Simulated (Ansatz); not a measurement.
```yaml
crystal:
  periodic: [false, false, false]
  atoms:
    - {symbol: Cl, position_ang: [-0.458726, 0.128409, 2.609592]}
    - {symbol: Si, position_ang: [-0.094290, 0.920778, 0.747297]}
    - {symbol: Si, position_ang: [0.244634, -0.847419, -0.744068]}
    - {symbol: Cl, position_ang: [-1.463117, -1.970546, -0.847971]}
    - {symbol: Cl, position_ang: [0.656667, -0.037564, -2.583772]}
    - {symbol: H, position_ang: [1.114063, 1.777978, 0.825061]}
    - {symbol: H, position_ang: [-1.266758, 1.723236, 0.324478]}
    - {symbol: H, position_ang: [1.359629, -1.751973, -0.386418]}
basis:
  gaussian: {orbitals: cc-pVTZ}
total_charge: -1
magnetization: {spin_polarized: true, initial_magnetization: 1}
hamiltonian: {xc: {name: HF}}
correlation: {method: mp2, frozen_orbitals: {Cl: 9}}
```

```sh
$ ansatz run in.yaml --threads 4 --pin off --events-out ev --progress --plain --max-ram 10444MiB
```

It prints (some lines left out):

```
Functional definition: HF
Error: "frozen_orbitals" has no count for Si
```

Problem. What is wrong with this run?

Solution. Frozen orbitals are typed for one element alone, and the program wants a count for each. The input was rejected before any iteration.
